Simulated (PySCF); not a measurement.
## Two-component Hartree-Fock for Ta+ (tantalum, charge +1)

Start: [Xe] 4f14 5d2 6s2; 5d5/2 filled at m_j = +3/2, +5/2. Calculated with PySCF 2.14 in x2c-TZVPall-2c with one added diffuse shell each of s, p, d type (12s12p11d2f, 117 functions): generalised Hartree-Fock with the X2C-1e Hamiltonian and a Gaussian nucleus; spin-orbit coupling (SO) screened by Boettger's factors. This is a chosen level, not necessarily the ground level.

```csv
spinor shell,electrons,"ε, screened SO (eV)",weight of nominal j (screened SO),"rms radius, screened SO (bohr)"
1s1/2,2,-67765.7,1.000,0.0211
2s1/2,2,-11788.2,1.000,0.0853
2p1/2,2,-11245.7,1.000,0.0726
2p3/2,4,-9969.9,1.000,0.0799
3s1/2,2,-2768.7,1.000,0.218
3p1/2,2,-2527.8,1.000,0.210
3d3/2,4,-1846.4,1.000,0.199
3d5/2,6,-1786.1,1.000,0.203
4s1/2,2,-603.88,1.000,0.488
4p1/2,2,-503.22,1.000,0.497
4p3/2,4,-438.27,1.000,0.530
4d3/2,4,-272.40,1.000,0.558
4d5/2,6,-260.22,1.000,0.569
5s1/2,2,-97.019,1.000,1.18
5p1/2,2,-64.282,0.988,1.31
5p3/2,4,-55.332,0.993,1.41
4f5/2,6,-51.370,0.992,0.700
4f7/2,8,-49.464,0.994,0.705
5d5/2,2,-17.782,0.817,2.15
6s1/2,2,-14.293,0.973,3.32
```

Q: Where does 3p3/2 lie, and what is the 3p spin-orbit splitting (screened SO)?

A: At -2248.4 eV, 279.45 eV above 3p1/2.

```tsv
quantity	screened SO
E (hartree)	-15610.03600
M_J	4
⟨J²⟩	20.204
⟨L²⟩	12.450
⟨S²⟩	2.127
```

Each row is a mean over spinors that exchange with the open shell spreads, by up to 5.010 eV (5p3/2).

Rows whose weight is well below 1 are mixtures of j = l ± 1/2: exchange outweighs spin-orbit coupling there, and the label is only the starting occupation.

⟨J²⟩ departs a little from M_J(M_J + 1) because the unrestricted spinors polarise the closed shells.

Breit and QED terms are absent; they matter most for the inner s and p1/2 levels.

Densities and radii are taken from the X2C orbitals without a picture-change correction, which distorts them close to the nucleus.
